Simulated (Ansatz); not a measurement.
Input and output for C₂H₆S₂W (`[CH3][W]([CH3])(=[S])=[S]`).

```yaml
crystal:
  periodic: [false, false, false]
  atoms:
    - {symbol: C, position_ang: [-1.654711, 0.509090, 0.414609]}
    - {symbol: W, position_ang: [0.142861, 0.371975, -0.646091]}
    - {symbol: C, position_ang: [1.498886, -0.915540, 0.291310]}
    - {symbol: S, position_ang: [-0.281762, -0.399437, -2.572893]}
    - {symbol: S, position_ang: [1.011538, 2.302285, -0.731881]}
    - {symbol: H, position_ang: [-1.443430, 0.894388, 1.418805]}
    - {symbol: H, position_ang: [-2.377879, 1.173349, -0.064560]}
    - {symbol: H, position_ang: [-2.098022, -0.491084, 0.484728]}
    - {symbol: H, position_ang: [1.704087, -0.535739, 1.298993]}
    - {symbol: H, position_ang: [2.446734, -0.994894, -0.246358]}
    - {symbol: H, position_ang: [1.051707, -1.914393, 0.353348]}
basis:
  gaussian: {orbitals: ANO-RCC-VTZP}
hamiltonian: {xc: {name: PBE0}, dispersion: d4}
output: {forces: true}
```

```sh
$ ansatz run in.yaml --threads 4 --pin off --events-out ev --progress --plain --max-ram 11315MiB
```

Output, abridged:

```
Functional definition: PBE0
2783 factors; their error is unknown
mean field evaluation 1: about -463220.1412 eV, gradient 7.9e1 eV
mean field evaluation 2: about -463202.0516 eV, gradient 1.4e2 eV
mean field evaluation 4: about -463230.5651 eV, gradient 2.1e1 eV
mean field evaluation 8: about -463231.5940 eV, gradient 2.0e-1 eV
mean field evaluation 16: about -463232.2653 eV, gradient 1.8e-3 eV
mean field -463232.26533370 eV, -17023.4717609068 hartree, gradient 2.5e-5 eV, S^2 0.000000; 0 other end points of the search recorded, 0 dependent functions left out
reference -463232.26538505 eV, -17023.4717627937 hartree; 62, 62 occupied and 254, 254 virtual orbitals, 2783 factors
Total energy: -463232.55976440 eV, -17023.4825810353 hartree
Relativity: scalar
Atom 0 at    -1.654711     0.509090     0.414609 Å, force     0.140583    -0.018664    -0.072317 eV/Å
Atom 1 at     0.142861     0.371975    -0.646091 Å, force     0.033845     0.090382    -0.156071 eV/Å
Atom 2 at     1.498886    -0.915540     0.291310 Å, force    -0.111149     0.096007    -0.062314 eV/Å
Atom 3 at    -0.281762    -0.399437    -2.572893 Å, force     0.068178     0.120991     0.324205 eV/Å
Atom 4 at     1.011538     2.302285    -0.731881 Å, force    -0.144267    -0.321707     0.022930 eV/Å
Atom 5 at    -1.443430     0.894388     1.418805 Å, force    -0.002127    -0.009861    -0.033372 eV/Å
Atom 6 at    -2.377879     1.173349    -0.064560 Å, force     0.029287    -0.020141     0.010473 eV/Å
Atom 7 at    -2.098022    -0.491084     0.484728 Å, force     0.016292     0.029920    -0.006656 eV/Å
Atom 8 at     1.704087    -0.535739     1.298993 Å, force    -0.007255    -0.007103    -0.032953 eV/Å
Atom 9 at     2.446734    -0.994894    -0.246358 Å, force    -0.034192     0.007548     0.012002 eV/Å
Atom 10 at     1.051707    -1.914393     0.353348 Å, force     0.010804     0.032629    -0.005928 eV/Å
Dipole moment:    -0.120126    -0.313219     0.543907 e Å
```

It took 43 s on 4 threads of an Arm Neoverse V1 on a shared host, with 2.5 GiB of host memory at the peak.
